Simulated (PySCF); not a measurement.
CH8Si2, charge -1, doublet, at a GFN2-xTB geometry (a state made from the parent by changing its charge; the spin is typed, not shown lowest), with bond 10-3 at 1.5 times its length; HF/6-31G* (PySCF).

PySCF was given this input:
```python
from pyscf import gto, scf

mol = gto.Mole()
mol.atom = '''
    Si    1.32183991    0.74718455    0.01854967
    C     0.30430492   -0.86294806   -0.15968353
    Si   -1.46548722   -0.31013726    0.06153274
    H     2.81467254    0.60115328   -0.11731227
    H     1.10494018    1.22774988   -1.42593981
    H     1.33013140    0.75533024    1.55621130
    H     0.58124463   -1.60476522    0.59180269
    H     0.45085996   -1.33123646   -1.13484887
    H    -1.86725681    0.58529083   -1.04225929
    H    -1.78771855    0.44471658    2.11941726
    H    -2.54905090   -1.36759486   -0.02416202
'''
mol.basis = '6-31g*'
mol.charge = -1
mol.spin = 1
mol.verbose = 4
mol.build()

mf = scf.UHF(mol)
mf.kernel()
mo_i, mo_e, stable_i, stable_e = mf.stability(internal=True, external=True, return_status=True, nroots=6, tol=1e-6)
print('internally stable:', stable_i, ' externally stable:', stable_e)
if not stable_i:
    umf = mf.copy()
    umf.scf_summary = {}
    umf.kernel(umf.make_rdm1(mo_i, mf.mo_occ))
mf.analyze()
```

What the program printed (banner, timings and long lists left out):

```
PySCF version 2.14.0

[INPUT] verbose = 4
[INPUT] num. atoms = 11
[INPUT] num. electrons = 43
[INPUT] charge = -1
[INPUT] spin (= nelec alpha-beta = 2S) = 1
[INPUT] symmetry False subgroup None
[INPUT] Mole.unit = angstrom
[INPUT] Symbol           X                Y                Z      unit          X                Y                Z       unit  Magmom
[...]
nuclear repulsion = 150.593802077279
number of shells = 38
number of NR pGTOs = 161
number of NR cGTOs = 66
basis = 6-31g*
ecp = {}

******** <class 'pyscf.scf.uhf.UHF'> ********
method = UHF
initial guess = minao
damping factor = 0
level_shift factor = 0
DIIS = <class 'pyscf.scf.diis.CDIIS'>
diis_start_cycle = 1
diis_space = 8
diis_damp = 0
SCF conv_tol = 1e-09
SCF conv_tol_grad = None
SCF max_cycles = 50
direct_scf = True
direct_scf_tol = 1e-13
number electrons alpha = 22  beta = 21
Set gradient conv threshold to 3.16228e-05
init E= -619.875064937105

cycle= 1 E= -620.127914473344  delta_E= -0.253  |g|= 0.19  |ddm|= 2.17
cycle= 2 E= -620.164380769827  delta_E= -0.0365  |g|= 0.056  |ddm|= 0.422
cycle= 3 E= -620.16976480658  delta_E= -0.00538  |g|= 0.0265  |ddm|= 0.267
cycle= 4 E= -620.171208510977  delta_E= -0.00144  |g|= 0.013  |ddm|= 0.141
cycle= 5 E= -620.172180626516  delta_E= -0.000972  |g|= 0.00841  |ddm|= 0.148
cycle= 6 E= -620.172808083642  delta_E= -0.000627  |g|= 0.00422  |ddm|= 0.159
cycle= 7 E= -620.17297178934  delta_E= -0.000164  |g|= 0.00205  |ddm|= 0.0873
cycle= 8 E= -620.173005302581  delta_E= -3.35e-05  |g|= 0.00115  |ddm|= 0.0403
cycle= 9 E= -620.17301390114  delta_E= -8.6e-06  |g|= 0.000936  |ddm|= 0.0143
cycle= 10 E= -620.173019754336  delta_E= -5.85e-06  |g|= 0.000889  |ddm|= 0.00718
cycle= 11 E= -620.173024728227  delta_E= -4.97e-06  |g|= 0.000888  |ddm|= 0.00457
cycle= 12 E= -620.173023335189  delta_E= 1.39e-06  |g|= 0.000887  |ddm|= 0.00116
cycle= 13 E= -620.173008217394  delta_E= 1.51e-05  |g|= 0.000858  |ddm|= 0.0125
cycle= 14 E= -620.172923393582  delta_E= 8.48e-05  |g|= 0.000675  |ddm|= 0.0914
cycle= 15 E= -620.172911360233  delta_E= 1.2e-05  |g|= 0.000475  |ddm|= 0.0219
cycle= 16 E= -620.172892780828  delta_E= 1.86e-05  |g|= 0.000386  |ddm|= 0.0586
cycle= 17 E= -620.172889455446  delta_E= 3.33e-06  |g|= 0.00023  |ddm|= 0.0281
cycle= 18 E= -620.172888059646  delta_E= 1.4e-06  |g|= 0.000153  |ddm|= 0.0227
cycle= 19 E= -620.172886340945  delta_E= 1.72e-06  |g|= 0.00017  |ddm|= 0.0304
cycle= 20 E= -620.172883197841  delta_E= 3.14e-06  |g|= 0.000307  |ddm|= 0.0261
cycle= 21 E= -620.172888183508  delta_E= -4.99e-06  |g|= 4.23e-05  |ddm|= 0.0573
cycle= 22 E= -620.172888160819  delta_E= 2.27e-08  |g|= 6.66e-05  |ddm|= 0.000483
cycle= 23 E= -620.172888849302  delta_E= -6.88e-07  |g|= 7.16e-05  |ddm|= 0.0119
cycle= 24 E= -620.172888704478  delta_E= 1.45e-07  |g|= 6.81e-05  |ddm|= 0.00229
cycle= 25 E= -620.172887879667  delta_E= 8.25e-07  |g|= 5.81e-05  |ddm|= 0.0151
cycle= 26 E= -620.17288602103  delta_E= 1.86e-06  |g|= 0.000103  |ddm|= 0.0297
cycle= 27 E= -620.172887473331  delta_E= -1.45e-06  |g|= 6.19e-05  |ddm|= 0.0218
cycle= 28 E= -620.172888356223  delta_E= -8.83e-07  |g|= 6.4e-05  |ddm|= 0.0171
cycle= 29 E= -620.172888484141  delta_E= -1.28e-07  |g|= 6.67e-05  |ddm|= 0.00228
cycle= 30 E= -620.172887630105  delta_E= 8.54e-07  |g|= 6.09e-05  |ddm|= 0.0163
cycle= 31 E= -620.172887468794  delta_E= 1.61e-07  |g|= 6.3e-05  |ddm|= 0.00311
cycle= 32 E= -620.1728875579  delta_E= -8.91e-08  |g|= 6.18e-05  |ddm|= 0.00171
cycle= 33 E= -620.172887378085  delta_E= 1.8e-07  |g|= 6.45e-05  |ddm|= 0.00341
cycle= 34 E= -620.172887567844  delta_E= -1.9e-07  |g|= 6.16e-05  |ddm|= 0.00361
cycle= 35 E= -620.172886848001  delta_E= 7.2e-07  |g|= 7.83e-05  |ddm|= 0.0126
cycle= 36 E= -620.172887420499  delta_E= -5.72e-07  |g|= 6.37e-05  |ddm|= 0.00983
cycle= 37 E= -620.172887546752  delta_E= -1.26e-07  |g|= 6.19e-05  |ddm|= 0.00241
cycle= 38 E= -620.172890403757  delta_E= -2.86e-06  |g|= 0.000129  |ddm|= 0.0426
cycle= 39 E= -620.172888148591  delta_E= 2.26e-06  |g|= 6.22e-05  |ddm|= 0.0308
cycle= 40 E= -620.172888536544  delta_E= -3.88e-07  |g|= 6.96e-05  |ddm|= 0.00707
cycle= 41 E= -620.172888291221  delta_E= 2.45e-07  |g|= 6.46e-05  |ddm|= 0.00438
cycle= 42 E= -620.172888081053  delta_E= 2.1e-07  |g|= 6.15e-05  |ddm|= 0.00399
cycle= 43 E= -620.17288732252  delta_E= 7.59e-07  |g|= 6.69e-05  |ddm|= 0.0147
cycle= 44 E= -620.172886908198  delta_E= 4.14e-07  |g|= 7.7e-05  |ddm|= 0.00708
cycle= 45 E= -620.17288756048  delta_E= -6.52e-07  |g|= 6.23e-05  |ddm|= 0.0116
cycle= 46 E= -620.172887429341  delta_E= 1.31e-07  |g|= 6.41e-05  |ddm|= 0.0025
cycle= 47 E= -620.172887193909  delta_E= 2.35e-07  |g|= 6.79e-05  |ddm|= 0.00429
cycle= 48 E= -620.172887852811  delta_E= -6.59e-07  |g|= 6.06e-05  |ddm|= 0.0125
cycle= 49 E= -620.172887123955  delta_E= 7.29e-07  |g|= 6.92e-05  |ddm|= 0.0138
cycle= 50 E= -620.172890763173  delta_E= -3.64e-06  |g|= 0.000142  |ddm|= 0.0536
SCF not converged.
SCF energy = -620.172890763173 after 50 cycles  <S^2> = 0.76903461  2S+1 = 2.0189449
uhf_internal: lowest eigs of H = [-0.00606019  0.14225732  0.198017    0.29358024  0.33604712  0.40869766]
<class 'pyscf.scf.uhf.UHF'> wavefunction has an internal instability
uhf_real2complex: lowest eigs of H = [0.07838362 0.11055578 0.15518985 0.17631626 0.21140094 0.21691405]
<class 'pyscf.scf.uhf.UHF'> wavefunction is stable in the real -> complex stability analysis
uhf_external: lowest eigs of H = [-5.30168808e-03  2.98344663e-05  7.21942734e-02  1.08364003e-01
  1.53545968e-01  1.73365406e-01]
<class 'pyscf.scf.uhf.UHF'> wavefunction has an UHF/UKS -> GHF/GKS instability
internally stable: False  externally stable: False

******** <class 'pyscf.scf.uhf.UHF'> ********
method = UHF
initial guess = minao
damping factor = 0
level_shift factor = 0
DIIS = <class 'pyscf.scf.diis.CDIIS'>
diis_start_cycle = 1
diis_space = 8
diis_damp = 0
SCF conv_tol = 1e-09
SCF conv_tol_grad = None
SCF max_cycles = 50
direct_scf = True
direct_scf_tol = 1e-13
[...]
cycle= 34 E= -620.172887554065  delta_E= 3.56e-08  |g|= 6.08e-05  |ddm|= 0.00069
cycle= 35 E= -620.172887757219  delta_E= -2.03e-07  |g|= 5.97e-05  |ddm|= 0.00398
cycle= 36 E= -620.172888657694  delta_E= -9e-07  |g|= 7.26e-05  |ddm|= 0.0168
cycle= 37 E= -620.172887961296  delta_E= 6.96e-07  |g|= 6.09e-05  |ddm|= 0.0127
cycle= 38 E= -620.172888296747  delta_E= -3.35e-07  |g|= 6.48e-05  |ddm|= 0.00643
cycle= 39 E= -620.172888178081  delta_E= 1.19e-07  |g|= 6.29e-05  |ddm|= 0.00223
cycle= 40 E= -620.172884165828  delta_E= 4.01e-06  |g|= 0.00017  |ddm|= 0.0517
cycle= 41 E= -620.172887132589  delta_E= -2.97e-06  |g|= 6.68e-05  |ddm|= 0.0317
cycle= 42 E= -620.172886668163  delta_E= 4.64e-07  |g|= 8.08e-05  |ddm|= 0.00733
cycle= 43 E= -620.172884096465  delta_E= 2.57e-06  |g|= 0.000166  |ddm|= 0.0249
cycle= 44 E= -620.172883121664  delta_E= 9.75e-07  |g|= 0.000199  |ddm|= 0.00601
cycle= 45 E= -620.172882691225  delta_E= 4.3e-07  |g|= 0.000212  |ddm|= 0.00235
cycle= 46 E= -620.172880592465  delta_E= 2.1e-06  |g|= 0.000274  |ddm|= 0.00965
cycle= 47 E= -620.172887830138  delta_E= -7.24e-06  |g|= 5.96e-05  |ddm|= 0.0634
cycle= 48 E= -620.172888149239  delta_E= -3.19e-07  |g|= 6.21e-05  |ddm|= 0.00625
cycle= 49 E= -620.172885223354  delta_E= 2.93e-06  |g|= 0.000129  |ddm|= 0.043
cycle= 50 E= -620.172887275946  delta_E= -2.05e-06  |g|= 6.59e-05  |ddm|= 0.0261
SCF not converged.
SCF energy = -620.172887275946 after 50 cycles  <S^2> = 0.78275697  2S+1 = 2.032493
**** SCF Summaries ****
Total Energy =                        -620.172890763173200
Nuclear Repulsion Energy =             150.593802077278923
One-electron Energy =                -1164.940424057324435
Two-electron Energy =                  394.173731216872341
Two-electron Coulomb Energy =          443.034299283874873
DFT Exchange-Correlation Energy =      -48.860568067002532
**** MO energy ****
                             alpha | beta                alpha | beta
[...]
To work with the spin densities directly, `use mulliken_meta_spin()` only printing them here.

 ** Mulliken spin pop alpha/beta on meta-lowdin orthogonal AOs **
 ** Mulliken Spin Density (per AO)  **
spin_pop of  0 Si 1s       -0.00000
spin_pop of  0 Si 2s        0.00001
spin_pop of  0 Si 3s        0.09941
spin_pop of  0 Si 4s        0.00879
spin_pop of  0 Si 2px      -0.00000
spin_pop of  0 Si 2py       0.00000
spin_pop of  0 Si 2pz      -0.00000
spin_pop of  0 Si 3px       0.10581
spin_pop of  0 Si 3py       0.43788
spin_pop of  0 Si 3pz      -0.02301
spin_pop of  0 Si 4px       0.00290
spin_pop of  0 Si 4py       0.02970
spin_pop of  0 Si 4pz       0.00049
spin_pop of  0 Si 3dxy      0.00032
spin_pop of  0 Si 3dyz      0.00011
spin_pop of  0 Si 3dz^2     0.00561
spin_pop of  0 Si 3dxz      0.00004
spin_pop of  0 Si 3dx2-y2   -0.00063
spin_pop of  1 C 1s        0.00000
spin_pop of  1 C 2s       -0.00164
spin_pop of  1 C 3s        0.00057
spin_pop of  1 C 2px      -0.00483
spin_pop of  1 C 2py      -0.01054
spin_pop of  1 C 2pz      -0.00094
spin_pop of  1 C 3px       0.00150
spin_pop of  1 C 3py       0.00045
spin_pop of  1 C 3pz       0.00002
spin_pop of  1 C 3dxy     -0.00004
spin_pop of  1 C 3dyz      0.00005
spin_pop of  1 C 3dz^2     0.00007
spin_pop of  1 C 3dxz     -0.00001
spin_pop of  1 C 3dx2-y2    0.00020
spin_pop of  2 Si 1s       -0.00000
spin_pop of  2 Si 2s        0.00000
spin_pop of  2 Si 3s        0.02154
spin_pop of  2 Si 4s        0.00052
spin_pop of  2 Si 2px      -0.00000
spin_pop of  2 Si 2py       0.00000
spin_pop of  2 Si 2pz       0.00000
spin_pop of  2 Si 3px       0.00317
spin_pop of  2 Si 3py       0.05620
spin_pop of  2 Si 3pz       0.06929
spin_pop of  2 Si 4px      -0.00019
spin_pop of  2 Si 4py       0.00232
spin_pop of  2 Si 4pz      -0.00015
spin_pop of  2 Si 3dxy      0.00108
spin_pop of  2 Si 3dyz      0.00003
spin_pop of  2 Si 3dz^2     0.00096
spin_pop of  2 Si 3dxz      0.00005
spin_pop of  2 Si 3dx2-y2   -0.00008
spin_pop of  3 H 1s       -0.01860
spin_pop of  3 H 2s        0.00073
spin_pop of  4 H 1s        0.13571
spin_pop of  4 H 2s        0.00924
spin_pop of  5 H 1s        0.13676
spin_pop of  5 H 2s        0.00897
spin_pop of  6 H 1s       -0.00079
spin_pop of  6 H 2s        0.00004
spin_pop of  7 H 1s        0.00241
spin_pop of  7 H 2s        0.00013
spin_pop of  8 H 1s        0.00183
spin_pop of  8 H 2s        0.00041
spin_pop of  9 H 1s       -0.09857
spin_pop of  9 H 2s       -0.00011
spin_pop of  10 H 1s        0.01366
spin_pop of  10 H 2s        0.00113
 ** Mulliken Spin Density (per atom)  **
spin density of  0 Si =      0.66745
spin density of  1 C =     -0.01513
spin density of  2 Si =      0.15474
spin density of  3 H =     -0.01787
spin density of  4 H =      0.14494
spin density of  5 H =      0.14574
spin density of  6 H =     -0.00076
spin density of  7 H =      0.00254
spin density of  8 H =      0.00224
spin density of  9 H =     -0.09868
spin density of  10 H =      0.01479
 ** Mulliken pop alpha/beta on meta-lowdin orthogonal AOs **
 ** Mulliken pop       alpha | beta **
In total            22.00000 | 21.00000
 ** Mulliken atomic charges   ( Nelec_alpha | Nelec_beta ) **
charge of  0Si =      0.16649  (     7.25048      6.58303 )
charge of  1C =     -0.65758  (     3.32122      3.33635 )
charge of  2Si =      0.56597  (     6.79439      6.63964 )
charge of  3H =     -0.20635  (     0.59424      0.61211 )
charge of  4H =     -0.26670  (     0.70582      0.56088 )
charge of  5H =     -0.25582  (     0.70078      0.55504 )
charge of  6H =      0.08926  (     0.45499      0.45575 )
charge of  7H =      0.08781  (     0.45736      0.45482 )
charge of  8H =     -0.13385  (     0.56804      0.56580 )
charge of  9H =     -0.21996  (     0.56064      0.65932 )
charge of  10H =     -0.16928  (     0.59204      0.57724 )

WARN: System has nonzero charge -1; the dipole moment is origin-dependent.
Location of origin: [0. 0. 0.]

Dipole moment(X, Y, Z, Debye): -2.93641, -4.24208, -2.01404
```

The run did not converge; its last values are not results.
